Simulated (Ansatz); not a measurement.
Consider the redistribution: `C=CB[SeH]` + `O[SiH](F)[SiH2][SiH3]` → `C=CB[SiH2][SiH3]` + `O[SiH](F)[SeH]`.

Computed with Ansatz on PBE0-D4/def2-TZVP structures; ΔE is electronic, products minus reactants. CCSD(T)/CBS adds triple-zeta CCSD(T) − MP2 to the extrapolated MP2 energy (def2 sets, frozen cores). DFT in def2-TZVPP. For Se outer-core shells are correlated without core-valence functions, which leaves a few kJ/mol of doubt a bond. Scalar relativity is left out up to krypton. One conformer a species, not always the lowest.

| level | ΔE (kcal/mol) |
| --- | --- |
| PBE | 8.1 |
| MP2/def2-TZVPP | 6.7 |

(1) What does CCSD(T)/CBS give? (Estimate.)

Largest T1 diagnostic among the species: 0.013.

Results:

(1) Ansatz gave: +6.5 kcal/mol. The listed levels differ from it by 1.6, 0.2 kcal/mol.

From PBE to PBE0 (25 % exact exchange), in def2-TZVPP and without D4, ΔE moves by −1.0 kcal/mol. In def2-TZVPP, CCSD(T) changes the Hartree–Fock value by +2.5 kcal/mol (the triples alone add +0.4 kcal/mol) and MP2 by +2.0 kcal/mol.
